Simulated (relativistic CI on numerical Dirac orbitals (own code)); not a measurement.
## Slater and spin-orbit integrals, Re X

Method of calculation: Dirac-Coulomb-Breit CI, KLI orbitals optimised for each configuration, model QED (radiative potential, 1s self-energy scaled to tabulated hydrogen-like ionisation energies), unscaled Slater integrals (own radial code, finite nucleus).

Slater integrals F^k, G^k are unscaled and averaged over j, outside the closed core [Kr] 4d10; ζ comes from projecting the Hamiltonian with its Breit term on Σ l·s of the shell.

- 4f14.5s2.5p4: F^2(5p,5p) = 96968, ζ(5p) = 70101 cm⁻¹; <r>(5p) = 1.106, <r^2>(5p) = 1.368 (bohr units).
- 4f13.5s2.5p5: ζ(4f) = 5540, F^2(4f,5p) = 72014, G^2(4f,5p) = 28907, G^4(4f,5p) = 24348, ζ(5p) = 72281 cm⁻¹; <r>(4f) = 0.5524, <r^2>(4f) = 0.3697, <r>(5p) = 1.095, <r^2>(5p) = 1.341 (bohr units).
- 4f14.5s.5p5: G^1(5s,5p) = 126570, ζ(5p) = 69724 cm⁻¹; <r>(5s) = 0.9902, <r^2>(5s) = 1.094, <r>(5p) = 1.105, <r^2>(5p) = 1.367 (bohr units).

Averages of the first 10 configurations, taken without configuration mixing, which lowers the lowest level and can move excited configurations by several eV; other configurations of the list can lie among them:

```json
{"Configuration": "4f14.5s2.5p4", "Parity": "even", "States": "15", "Average energy above the lowest level (eV)": "10.4"}
{"Configuration": "4f13.5s2.5p5", "Parity": "even", "States": "84", "Average energy above the lowest level (eV)": "16.8"}
{"Configuration": "4f14.5s.5p5", "Parity": "odd", "States": "12", "Average energy above the lowest level (eV)": "55.2"}
{"Configuration": "4f14.5s2.5p3.5d", "Parity": "odd", "States": "200", "Average energy above the lowest level (eV)": "64.6"}
{"Configuration": "4f14.5s.5p4.5d", "Parity": "even", "States": "300", "Average energy above the lowest level (eV)": "107.8"}
{"Configuration": "4f13.5s2.5p4.5d", "Parity": "odd", "States": "2100", "Average energy above the lowest level (eV)": "71.7"}
{"Configuration": "4f14.5s2.5p3.5f", "Parity": "even", "States": "280", "Average energy above the lowest level (eV)": "113.9"}
{"Configuration": "4f14.5s2.5p3.6s", "Parity": "odd", "States": "40", "Average energy above the lowest level (eV)": "88.7"}
{"Configuration": "4f14.5s2.5p3.5g", "Parity": "odd", "States": "360", "Average energy above the lowest level (eV)": "141.1"}
{"Configuration": "4f14.5p6", "Parity": "even", "States": "1", "Average energy above the lowest level (eV)": "104.5"}
```
